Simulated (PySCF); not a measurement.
Choosing a molecule for a target property.

Species are written as SMILES; each is one conformer at its optimised geometry, gas phase, non-relativistic unless stated; the electronic structure was computed with PySCF and density fitting.

The conformers computed, where there is a choice (atom-mapped SMILES and torsion angles):
- `[CH3:1][CH2:2][C:3]1[CH:4]=[N:5][O:6][C@H:7]1[CH3:8]`: C1–C2–C3–C4 112°
- `[CH2:1]/[CH:2]=[CH:3]\[CH2:4][C:5](=[O:6])[NH:7][CH3:8]`: C2–C3–C4–C5 94°, C3–C4–C5–O6 123°, C4–C5–N7–C8 180°
- `[CH3:1][O:2][Si:3][CH3:4]`: C1–O2–Si3–C4 -86°
- `[CH2:1]=[C:2]([CH3:3])/[CH:4]=[C:5]\[C:6]([CH3:7])=[O:8]`: C1–C2–C4–C5 179°
- `[OH:1][CH2:2][C@:3]12[CH2:4][C@@H:5]3[C:6]1[C@@H:7]3[CH2:8]2`: O1–C2–C3–C4 53°, H–O1–C2–C3 52°

Question: Wanted: smallest rotational constant above 1.5 GHz (GFN2-xTB) and isotropic g value above 2.0028 (unrestricted B3LYP/pcH-1, mean-field spin–orbit), at GFN2-xTB geometries. Which candidate meets both?
A. `C=C(C)/C=[C]\C(C)=O` [radical]
B. `OC[C@]12C[C@@H]3[C]1[C@@H]3C2` [radical]
C. `[CH2]/C=C\CC(=O)NC` [radical]
D. `O1[C](C(S1(=O)=O)=C)[CH2+]` [radical]
E. `CC[C]1C=NO[C@H]1C` [radical]
F. `CO[Si]C` [triplet]

Answer: B. Computed values:
```csv
species,smallest rotational constant,isotropic g value
C=C(C)/C=[C]\C(C)=O [radical],0.989 GHz,2.00482
[CH2]/C=C\CC(=O)NC [radical],1.072 GHz,2.00255
CC[C]1C=NO[C@H]1C [radical],1.296 GHz,2.00399
O1[C](C(S1(=O)=O)=C)[CH2+] [radical],1.358 GHz,2.00297
OC[C@]12C[C@@H]3[C]1[C@@H]3C2 [radical],1.612 GHz,2.00327
CO[Si]C [triplet],2.949 GHz,2.00172
```
